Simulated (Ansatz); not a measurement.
Relaxation of the cluster B₅Cl₃ with RKS B3LYP-D4/def2-SVP.

```sh
$ ansatz run in.yaml --threads 4 --pin off --events-out ev --progress --plain --max-ram 4787MiB
```

```yaml
crystal:
  periodic: [false, false, false]
  atoms:
    - {symbol: B, position_ang: [0.672180, 0.448500, -0.247880]}
    - {symbol: B, position_ang: [-0.744630, 1.082550, -0.317210]}
    - {symbol: B, position_ang: [-0.378500, -0.710240, 0.298700]}
    - {symbol: B, position_ang: [-1.859740, 0.113040, 0.166000]}
    - {symbol: B, position_ang: [2.149460, 0.678540, -0.491390]}
    - {symbol: Cl, position_ang: [-3.566350, -0.089830, 0.425000]}
    - {symbol: Cl, position_ang: [3.799110, 0.835340, -0.700590]}
    - {symbol: Cl, position_ang: [-0.071520, -2.357890, 0.867370]}
basis:
  gaussian: {orbitals: def2-SVP}
hamiltonian: {xc: {name: B3LYP}, dispersion: d4}
scf: {lower_state_search: "off"}
output: {orbitals: {seedname: orbitals}}
relax: {f_tol: 0.02, max_steps: 100}
```

It took 39 s on 4 threads of Arm Neoverse V1 on a shared host.

Positions (Å) and forces (eV/Å) at steps 1, 2, 3, 4, 5, 6, 7, 8, 9, 10, 11, 12, 13, 14, 15, 16, 17, 18, 19, 20, 22 of 22:

```xyz
8
step=1 energy=-40936.2207 eV
B     0.672    0.449   -0.248    0.044    0.424   -0.188
B    -0.745    1.083   -0.317    0.897   -0.882    0.225
B    -0.379   -0.710    0.299   -0.108    0.793   -0.275
B    -1.860    0.113    0.166   -2.067   -0.022    0.227
B     2.149    0.679   -0.491    1.064   -0.076   -0.047
Cl   -3.566   -0.090    0.425    0.069   -0.256    0.094
Cl    3.799    0.835   -0.701    0.132    0.077   -0.060
Cl   -0.072   -2.358    0.867   -0.029   -0.058    0.025
8
step=2 energy=-40936.4469 eV
B     0.713    0.466   -0.261   -0.122    0.350   -0.116
B    -0.740    1.048   -0.308    0.151   -1.000    0.339
B    -0.399   -0.664    0.282    0.032    0.451   -0.174
B    -1.931    0.116    0.168   -0.559    0.533   -0.122
B     2.222    0.676   -0.495    0.134   -0.138    0.058
Cl   -3.623   -0.160    0.463    0.323   -0.132    0.009
Cl    3.873    0.833   -0.706    0.050    0.040   -0.032
Cl   -0.114   -2.315    0.857   -0.009   -0.103    0.039
8
step=3 energy=-40936.5147 eV
B     0.730    0.493   -0.268   -0.076    0.184   -0.063
B    -0.739    1.021   -0.300   -0.197   -0.503    0.220
B    -0.408   -0.624    0.268    0.176    0.019   -0.011
B    -1.967    0.145    0.164   -0.066    0.426   -0.176
B     2.254    0.667   -0.490   -0.163   -0.079    0.050
Cl   -3.630   -0.235    0.488    0.354   -0.014   -0.027
Cl    3.907    0.814   -0.709    0.001   -0.005   -0.002
Cl   -0.148   -2.281    0.848   -0.029   -0.028    0.011
8
step=4 energy=-40936.5079 eV rejected
B     0.701    0.513   -0.355    0.101    0.128    0.307
B    -0.750    1.038   -0.231   -0.006   -0.220   -0.176
B    -0.373   -0.611    0.270   -0.232    0.316   -0.312
B    -1.978    0.181    0.146    0.471    0.010    0.204
B     2.223    0.659   -0.502    0.207   -0.036   -0.168
Cl   -3.582   -0.277    0.481   -0.497   -0.199    0.076
Cl    3.887    0.761   -0.665    0.005   -0.021    0.044
Cl   -0.128   -2.264    0.857   -0.050    0.022    0.025
8
step=5 energy=-40936.5406 eV
B     0.726    0.517   -0.284    0.003    0.045    0.000
B    -0.748    1.007   -0.291   -0.012   -0.046    0.034
B    -0.395   -0.612    0.257    0.064    0.025    0.026
B    -1.974    0.174    0.161   -0.030    0.033   -0.077
B     2.249    0.664   -0.489   -0.015   -0.013   -0.015
Cl   -3.603   -0.272    0.495    0.035   -0.043    0.036
Cl    3.906    0.790   -0.698   -0.011   -0.030    0.015
Cl   -0.161   -2.269    0.848   -0.035    0.029   -0.020
8
step=6 energy=-40936.5481 eV
B     0.720    0.552   -0.295   -0.015    0.058    0.020
B    -0.759    1.023   -0.287   -0.027    0.023   -0.046
B    -0.386   -0.582    0.252    0.058   -0.031   -0.020
B    -1.980    0.182    0.145   -0.047   -0.013    0.056
B     2.246    0.664   -0.491    0.057   -0.001   -0.012
Cl   -3.579   -0.334    0.517    0.012   -0.006   -0.012
Cl    3.909    0.736   -0.680   -0.030   -0.033    0.013
Cl   -0.172   -2.241    0.839   -0.008    0.001    0.002
8
step=7 energy=-40936.5539 eV
B     0.707    0.608   -0.309    0.013    0.093   -0.015
B    -0.783    1.044   -0.298    0.006    0.038   -0.028
B    -0.372   -0.548    0.237    0.015   -0.004   -0.001
B    -1.988    0.192    0.145   -0.057   -0.117    0.057
B     2.237    0.669   -0.489    0.106   -0.021   -0.013
Cl   -3.553   -0.406    0.540    0.025    0.051   -0.024
Cl    3.908    0.647   -0.651   -0.114   -0.021    0.020
Cl   -0.155   -2.205    0.825    0.007   -0.019    0.004
8
step=8 energy=-40936.5595 eV
B     0.685    0.694   -0.331    0.022    0.092   -0.027
B    -0.821    1.074   -0.305    0.025    0.011   -0.015
B    -0.348   -0.501    0.223   -0.029   -0.006   -0.011
B    -1.999    0.188    0.146   -0.031   -0.130    0.066
B     2.221    0.674   -0.488    0.221   -0.065    0.000
Cl   -3.531   -0.484    0.561    0.104    0.096   -0.051
Cl    3.895    0.512   -0.607   -0.337    0.022    0.027
Cl   -0.102   -2.157    0.802    0.026   -0.019    0.009
8
step=9 energy=-40936.5656 eV
B     0.669    0.739   -0.343    0.009    0.085   -0.046
B    -0.841    1.089   -0.314    0.018   -0.005    0.013
B    -0.335   -0.482    0.211   -0.032    0.008    0.012
B    -1.996    0.178    0.151   -0.063   -0.109    0.034
B     2.202    0.673   -0.484    0.306   -0.083    0.001
Cl   -3.522   -0.504    0.570    0.108    0.079   -0.039
Cl    3.871    0.440   -0.578   -0.364    0.043    0.023
Cl   -0.049   -2.133    0.787    0.018   -0.018    0.003
8
step=10 energy=-40936.5719 eV
B     0.631    0.844   -0.391    0.154    0.002    0.074
B    -0.888    1.134   -0.304    0.049   -0.099   -0.036
B    -0.302   -0.427    0.202    0.023   -0.027   -0.084
B    -1.991    0.153    0.155    0.043    0.059    0.055
B     2.162    0.661   -0.482    0.217   -0.091   -0.015
Cl   -3.500   -0.559    0.575    0.042   -0.010   -0.017
Cl    3.808    0.267   -0.509   -0.506    0.102    0.020
Cl    0.081   -2.073    0.755   -0.021    0.063    0.002
8
step=11 energy=-40936.5768 eV
B     0.616    0.901   -0.411   -0.148    0.058   -0.033
B    -0.906    1.148   -0.339   -0.052   -0.056    0.062
B    -0.284   -0.405    0.153    0.127   -0.022    0.101
B    -1.975    0.152    0.168   -0.076    0.017   -0.090
B     2.125    0.663   -0.469    0.711   -0.249    0.005
Cl   -3.459   -0.593    0.617    0.050    0.009    0.013
Cl    3.748    0.172   -0.445   -0.580    0.173   -0.004
Cl    0.136   -2.039    0.725   -0.032    0.071   -0.054
8
step=12 energy=-40936.5847 eV
B     0.607    0.937   -0.421   -0.082    0.076   -0.038
B    -0.918    1.161   -0.338   -0.014   -0.049    0.038
B    -0.267   -0.380    0.151    0.073   -0.016    0.068
B    -1.973    0.151    0.164   -0.067   -0.011   -0.042
B     2.108    0.652   -0.466    0.545   -0.194    0.010
Cl   -3.439   -0.624    0.620    0.058    0.015    0.000
Cl    3.713    0.114   -0.425   -0.481    0.143   -0.005
Cl    0.168   -2.012    0.716   -0.031    0.037   -0.031
8
step=13 energy=-40936.6020 eV
B     0.588    1.049   -0.454    0.226   -0.061    0.011
B    -0.946    1.191   -0.343    0.038   -0.059    0.024
B    -0.209   -0.311    0.139   -0.045    0.055   -0.029
B    -1.958    0.144    0.158   -0.074   -0.024    0.014
B     2.066    0.632   -0.455   -0.084   -0.024    0.001
Cl   -3.372   -0.717    0.632    0.150    0.062   -0.038
Cl    3.609   -0.044   -0.373   -0.253    0.073    0.007
Cl    0.222   -1.945    0.695    0.042   -0.024    0.011
8
step=14 energy=-40936.6061 eV
B     0.585    1.069   -0.461    0.211   -0.047    0.007
B    -0.949    1.199   -0.345    0.042   -0.057    0.018
B    -0.197   -0.297    0.135   -0.055    0.054   -0.034
B    -1.952    0.145    0.156   -0.102   -0.042    0.033
B     2.053    0.625   -0.452   -0.071   -0.015    0.002
Cl   -3.350   -0.737    0.636    0.143    0.068   -0.042
Cl    3.585   -0.070   -0.362   -0.226    0.055    0.009
Cl    0.225   -1.934    0.693    0.057   -0.017    0.008
8
step=15 energy=-40936.6273 eV
B     0.569    1.159   -0.494    0.132    0.015   -0.015
B    -0.967    1.222   -0.352    0.107   -0.003   -0.010
B    -0.149   -0.242    0.109   -0.001    0.029   -0.015
B    -1.937    0.145    0.154   -0.062   -0.126    0.053
B     1.988    0.596   -0.437   -0.098   -0.012    0.008
Cl   -3.282   -0.802    0.650    0.133    0.075   -0.041
Cl    3.463   -0.209   -0.301   -0.186    0.067   -0.001
Cl    0.314   -1.870    0.670   -0.026   -0.045    0.021
8
step=16 energy=-40936.6479 eV
B     0.559    1.262   -0.534    0.229   -0.060    0.001
B    -0.972    1.245   -0.362   -0.104   -0.095    0.036
B    -0.085   -0.183    0.084    0.069    0.030   -0.039
B    -1.900    0.134    0.150   -0.014    0.025    0.016
B     1.916    0.578   -0.427   -0.157   -0.144    0.077
Cl   -3.186   -0.876    0.668    0.134    0.073   -0.048
Cl    3.326   -0.337   -0.238   -0.114    0.164   -0.050
Cl    0.342   -1.823    0.658   -0.043    0.006    0.007
8
step=17 energy=-40936.6305 eV rejected
B     0.553    1.359   -0.581    0.102    0.079   -0.040
B    -0.986    1.263   -0.373    0.662    0.214   -0.125
B    -0.004   -0.116    0.053   -0.222   -0.203    0.098
B    -1.851    0.140    0.156   -0.519   -0.434    0.159
B     1.820    0.532   -0.404   -0.121   -0.049    0.032
Cl   -3.058   -0.958    0.679    0.158    0.152   -0.043
Cl    3.194   -0.443   -0.184    0.058    0.257   -0.105
Cl    0.332   -1.777    0.655   -0.118   -0.017    0.024
8
step=18 energy=-40936.6544 eV
B     0.570    1.304   -0.558   -0.547    0.434   -0.100
B    -0.960    1.250   -0.371   -0.081   -0.066    0.030
B    -0.039   -0.157    0.068   -0.002   -0.119    0.033
B    -1.869    0.136    0.148   -0.130    0.078   -0.007
B     1.851    0.549   -0.410    0.607   -0.502    0.124
Cl   -3.108   -0.915    0.679    0.052    0.041   -0.023
Cl    3.275   -0.348   -0.226    0.023    0.051   -0.020
Cl    0.279   -1.819    0.669    0.079    0.083   -0.037
8
step=19 energy=-40936.6496 eV rejected
B     0.559    1.332   -0.570    0.131   -0.016   -0.010
B    -0.963    1.231   -0.367   -0.035    0.023   -0.009
B    -0.013   -0.159    0.063   -0.107    0.072   -0.016
B    -1.899    0.147    0.147    0.041   -0.151    0.061
B     1.831    0.523   -0.399   -0.036    0.054   -0.014
Cl   -3.141   -0.894    0.680    0.080    0.002   -0.012
Cl    3.250   -0.374   -0.209    0.173    0.031   -0.031
Cl    0.377   -1.806    0.655   -0.246   -0.015    0.031
8
step=20 energy=-40936.6657 eV
B     0.569    1.318   -0.571   -0.077    0.067   -0.048
B    -0.962    1.224   -0.396   -0.044    0.029    0.049
B    -0.030   -0.164    0.039   -0.011   -0.016    0.063
B    -1.892    0.150    0.156    0.010   -0.009   -0.066
B     1.849    0.532   -0.388    0.092   -0.096    0.008
Cl   -3.107   -0.900    0.726    0.021    0.019    0.001
Cl    3.290   -0.334   -0.191    0.004    0.024   -0.004
Cl    0.284   -1.828    0.624    0.006   -0.016   -0.002
8
step=22 energy=-40936.6676 eV
B     0.568    1.320   -0.569    0.003   -0.002    0.002
B    -0.961    1.237   -0.372   -0.002   -0.005    0.003
B    -0.031   -0.158    0.061   -0.004    0.000    0.001
B    -1.891    0.148    0.148    0.007   -0.001   -0.001
B     1.846    0.522   -0.398   -0.003   -0.001   -0.001
Cl   -3.111   -0.912    0.690   -0.001    0.001   -0.001
Cl    3.292   -0.339   -0.220    0.001    0.001    0.000
Cl    0.287   -1.818    0.659   -0.001    0.008   -0.002
```

Another isomer (singlet) lies 0.52 eV lower at PBE0-D4/def2-TZVP; other spin states weren't run for this one.
